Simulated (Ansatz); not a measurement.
Molecule: C3H6O2 (charge 0, singlet). SMILES: CCOC=O
Coordinates optimised at B3LYP-D3(BJ)/def2-TZVP (Ansatz, a quantum-chemistry and plane-wave program):
```
C
H 1 1.0907
H 1 1.0907 2 107.81
O 1 1.4497 2 108.43 3 -117.21
C 4 1.3360 1 116.26 2 58.40
O 5 1.1996 4 126.06 1 0.00
H 5 1.0986 6 124.78 4 180.00
C 1 1.5097 2 112.21 3 124.05
H 8 1.0905 1 110.97 2 179.56
H 8 1.0905 9 108.48 1 122.15
H 8 1.0913 9 108.35 10 117.43
```

CCSD(T) with Ansatz in growing basis sets, 30 correlated electrons. Cores are frozen in the correlated levels unless marked. UHF or UKS for open shells. Spin-orbit coupling is left out. No relativistic terms. Costs are ratios of core time to the smallest set, on shared machines of one kind, and rough; they hold the program's checks for lower states.

```csv
basis,functions,cost over smallest,E(corr) (Eh),electronic atomisation energy (kcal/mol)
cc-pVDZ,100,1×,-0.8447,1001.9
cc-pVTZ,234,10×,-1.0407,1055.0
```

Formally CCSD grows as o²v⁴ and (T) as o³v⁴; with o = 15 and v going from 80 to 214 both grow 51-fold in the last step, while integrals and the mean field grow more slowly. That step adds 196.0 mEh of correlation energy and 53.1 kcal/mol to the atomisation energy.
